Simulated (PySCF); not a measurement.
## Spinor energies of Cd¹⁶⁺ (cadmium, charge +16)

Start: [Ar] 3d10 4s2 4p2; 4p1/2 filled at m_j = -1/2, +1/2. Calculated with PySCF 2.14 in an uncontracted even-tempered set (18 s from 0.84 bohr⁻², ratio 2.8; 14 p from 1.1 bohr⁻², ratio 2.8; 9 d from 1.9 bohr⁻², ratio 2.8; 4 f from 6.2 bohr⁻², ratio 3): generalised Hartree-Fock with the X2C-1e Hamiltonian and a Gaussian nucleus; spin-orbit coupling (SO) screened by Boettger's factors.

| spinor shell | electrons | ε, screened SO (eV) | weight of nominal j (screened SO) | rms radius, screened SO (bohr) |
| --- | --- | --- | --- | --- |
| 1s1/2 | 2 | -27257.7 | 1.000 | 0.0348 |
| 2s1/2 | 2 | -4480.9 | 1.000 | 0.142 |
| 2p1/2 | 2 | -4191.0 | 1.000 | 0.123 |
| 3s1/2 | 2 | -1186.2 | 1.000 | 0.379 |
| 3p1/2 | 2 | -1069.5 | 1.000 | 0.371 |
| 3p3/2 | 4 | -1030.6 | 1.000 | 0.383 |
| 3d3/2 | 4 | -826.57 | 1.000 | 0.356 |
| 3d5/2 | 6 | -818.54 | 1.000 | 0.359 |
| 4s1/2 | 2 | -459.56 | 1.000 | 0.835 |
| 4p1/2 | 2 | -418.91 | 1.000 | 0.867 |

Question: Where does 2p3/2 lie, and what is the 2p spin-orbit splitting (screened SO)?

Answer: At -3994.7 eV, 196.36 eV above 2p1/2.

| quantity | screened SO |
| --- | --- |
| E (hartree) | -5495.31876 |
| M_J | 0 |
| ⟨J²⟩ | 0.000 |
| ⟨L²⟩ | 1.341 |
| ⟨S²⟩ | 1.341 |

Breit and QED terms are absent; they matter most for the inner s and p1/2 levels.

Densities and radii are taken from the X2C orbitals without a picture-change correction, which distorts them close to the nucleus.
